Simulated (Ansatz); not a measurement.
Cost and result up the ladder for the cluster Tl4H5 (9 atoms). Total charge 0; doublet. Geometry: PBE-D4/def2-SVP.

Cartesian coordinates in Å:
```
Tl -0.2426 -1.4665 2.4172
Tl -1.7517 -0.2899 -0.9223
Tl 0.6105 2.0328 0.6665
Tl 1.9310 -0.6788 -1.9659
H -1.5536 -1.4566 0.6771
H 1.8651 0.9016 -0.5814
H -0.2236 -0.9844 -1.9906
H -1.2016 1.5054 -0.3310
H 0.5666 0.4363 2.0305
```

Ansatz on 4 threads of Arm Neoverse V1 on a shared host. Times are rough, and most runs start from the orbitals of an earlier one. PBE0-D4/def2-TZVP serves as the yardstick here, not as an exact answer. Differences are given only for rows in sets of like size (and for xTB, whose basis is part of the method), since another set adds its own error. Binding counts from free atoms at the same level (Tl doublet, H doublet; other spins of the atoms weren't run), without zero-point energy or a counterpoise term.

In the def2 sets Tl takes a core potential; there is no spin–orbit coupling. HSE06 is defined as in plane-wave codes, on full-range PBE exchange. Correlated methods freeze 16 core orbitals; core or outer-core shells of Tl are correlated, in sets that lack core-valence functions. The rows differ in basis, and correlated rows in double-zeta sets carry the largest basis error. Another isomer (doublet) lies 0.17 eV lower at PBE0-D4/def2-TZVP; other spin states weren't run for this one.

Correlated methods converge slowly with the basis, most of all in double-zeta sets.

| level | functions | wall time |
| --- | --- | --- |
| PBE-D4/def2-SVP | 129 | 3.9 s |
| PBE0-D4/def2-SVP | 129 | 5.5 s |
| PBE-D4/def2-TZVP (with forces) | 230 | 8.5 s |
| MP2/def2-TZVP | 230 | 15 s |
| HSE06-D4/def2-TZVP | 230 | 17 s |
| PBE0-D4/def2-TZVP | 230 | 17 s |
| r2SCAN-D4/def2-TZVP | 230 | 18 s |
| BHLYP-D4/def2-TZVP | 230 | 19 s |
| CCSD(T)/def2-SVP | 129 | 2.7 min |

Problem. Estimate what each level gives for the binding energy per atom (eV).

Solution. 
```
                         level  binding energy per atom (eV)  difference from PBE0-D4/def2-TZVP (eV)
               PBE-D4/def2-SVP                          1.66                                       –
              PBE0-D4/def2-SVP                          1.60                                       –
PBE-D4/def2-TZVP (with forces)                          1.68                                    0.05
                 MP2/def2-TZVP                          1.44                                   -0.18
            HSE06-D4/def2-TZVP                          1.63                                    0.00
             PBE0-D4/def2-TZVP                          1.62                                    0.00
           r2SCAN-D4/def2-TZVP                          1.66                                    0.04
            BHLYP-D4/def2-TZVP                          1.62                                    0.00
              CCSD(T)/def2-SVP                          1.47                                       –
```
